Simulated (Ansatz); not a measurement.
B oxide hydroxide: binding per atom (eV) at several levels, gas phase, relaxed structures; Ansatz. Clusters are the lowest isomers that short searches found in that spin, judged at the geometry's level. Binding counts from free atoms in the multiplicity of their measured ground term, without zero-point energy. A dash marks a value that wasn't run or was left out as unsound. The structures are stationary points that may keep the symmetry of their start.

```
species    state           geometry  PBE-D4/def2-SVP  PBE-D4/def2-TZVP  PBE0-D4/def2-SVP  PBE0-D4/def2-TZVP  PBE0-D4/def2-TZVPD  r2SCAN0-D4/def2-TZVP
   BO2H  singlet  PBE0-D4/def2-TZVP             5.09              5.02              4.88               4.82                4.82                     –
 B2O4H2  singlet   PBE0-D4/def2-SVP             5.06              4.96              4.85               4.77                4.77                  4.66
 B2O5H4  singlet    PBE-D4/def2-SVP             4.63              4.56              4.44               4.38                4.38                  4.29
```

Q: Estimate the rows for BO3H3 (singlet, PBE-D4/def2-TZVP geometry).

A: 
```json
{"species": "BO3H3", "state": "singlet", "geometry": "PBE-D4/def2-TZVP", "PBE-D4/def2-SVP": "3.51", "PBE-D4/def2-TZVP": "3.49", "PBE0-D4/def2-SVP": "3.30", "PBE0-D4/def2-TZVP": "3.28", "PBE0-D4/def2-TZVPD": "3.29", "r2SCAN0-D4/def2-TZVP": "3.18"}
```
